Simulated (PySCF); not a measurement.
A geometry optimisation on 3'-bromoacetophenone (`CC(=O)c1cccc(Br)c1`).

Computed with PBE0-D3(BJ)/def2-SVP geometry optimisation, gas phase (PySCF 2.14.0). Start geometry: GFN2-xTB. The input is one job of a driver script: a line of settings, then coordinates in Å.

Input:
```
{"job": {"xc": "PBE0", "basis": "def2-SVP", "d3": "d3bj", "grid": 2, "kind": "geom"}, "charge": 0, "multiplicity": 1}
C     -2.642905     0.556791     0.195627
C     -1.728085    -0.622907    -0.007906
O     -2.152394    -1.747079    -0.142084
C     -0.261387    -0.349572    -0.037121
C      0.598529    -1.432659    -0.223294
C      1.967753    -1.251386    -0.260400
C      2.505435     0.016146    -0.111670
C      1.648378     1.088874     0.072125
Br     2.380304     2.839905     0.277510
C      0.275926     0.926779     0.112085
H     -3.674329     0.213474     0.194861
H     -2.426095     1.038987     1.146572
H     -2.505184     1.280941    -0.604618
H      0.163320    -2.413843    -0.336833
H      2.624630    -2.095414    -0.404583
H      3.572761     0.173183    -0.138117
H     -0.353655     1.789807     0.257934
```

Output:
```
step   0  E = -2957.13358253  max force = 0.014673
step   1  E = -2957.13499546  max force = 0.004022
step   2  E = -2957.13504271  max force = 0.000971
step   3  E = -2957.13504076  max force = 0.001465
step   4  E = -2957.13505251  max force = 0.000254
optimisation converged
```

Energies in Eh; «max force» is the largest Cartesian gradient component in Eh/bohr.

Question: How much energy does the optimisation release, in kcal/mol?

Answer: E(step 0) − E(last step) = 0.001470 Eh, which is 0.9 kcal/mol.

Question: Give the first gradient maximum in eV/Å.

Answer: With 1 Eh/bohr = 51.422 eV/Å, 0.755 eV/Å.

Summary of the converged run: final energy -2957.13505 Eh after 4 steps; dipole 1.33 D.

Hardware: an Arm Neoverse N1 with one thread, shared host with 64 logical CPUs at a one-minute load of 21. Cost: 2.9 min of wall time, 1.0 GiB resident at most.
Labels such as C1 count atoms from 1, the log's own numbers from 0.
